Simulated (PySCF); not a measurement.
Zn₃Te⁺, quartet: molecular constants

These are results of UB3LYP/[Te def2-SVP with ECP28, Zn def2-SVP], scalar-relativistic core potentials, density fitting, no spin–orbit coupling, PySCF, not measurements.

The structure is a saddle point with 1 imaginary mode.

```json
{
  "Point group": "D3h",
  "Bond lengths": "Te–Zn 2.696 Å (×3)",
  "Bond angles": "Zn–Te–Zn 120.0° (×3)",
  "Spin squared ⟨S²⟩": "3.755",
  "Principal polarisabilities": "70.2, 152.0, 152.0 bohr³",
  "Dipole moment about the centre of mass": "0.00 D",
  "Zero-point energy (real modes)": "3.3 kJ/mol",
  "Highest occupied level (α)": "-9.31 eV",
  "Rotational constants": "0.02419, 0.02419, 0.0121 cm⁻¹",
  "Lowest empty level (β)": "-8.77 eV",
  "Principal quadrupole moments (Buckingham, traceless) about the centre of mass": "-25.60, 12.80, 12.80 D Å"
}
```

Harmonic modes (masses in u: Te 129.906, Zn 63.929):
```
symmetry  ω (cm⁻¹)  IR (km/mol, summed over degenerate members)  μ (u)     type
    a2''      139i                                            –  91.69     bend
      e'        41                                          0.0  69.50     bend
     a1'       132                                          0.0  63.93  stretch
      e'       170                                         82.3  82.24  stretch
```

In D3h the vibrations span a2'' + 2e' + a1'. The a1' mode carries no infrared intensity, as symmetry demands.

Charges (e):
```csv
atom,Mulliken,Löwdin,polar tensor,spin (Mulliken),Mayer order to Te1
Te1,-0.44,-0.40,-0.67,0.61,–
"Zn2,3,4",0.48,0.47,0.56,0.80,0.66
```

Mulliken populations on Te1 (electrons outside its core potential): s 3.86, p 10.53, d 10.05.

Outer orbital energies (eV). α occupied: -17.81, -17.68, -13.12, -13.12, -10.81, -10.30, -9.31, -9.31; empty: -4.38, -4.38, -3.82, -3.82. β occupied: -17.73, -17.72, -17.72, -17.72, -17.54, -12.42, -12.42, -10.07; empty: -8.77, -7.18, -7.18, -3.76.

Other isomers or separated fragments may lie lower. At this level a quartet minimum of C3v symmetry lies 59 kJ/mol below this structure. No spin–orbit coupling is included, which matters more the heavier the element.

The final relaxation and frequency run took roughly 9 core-minutes on a shared host.
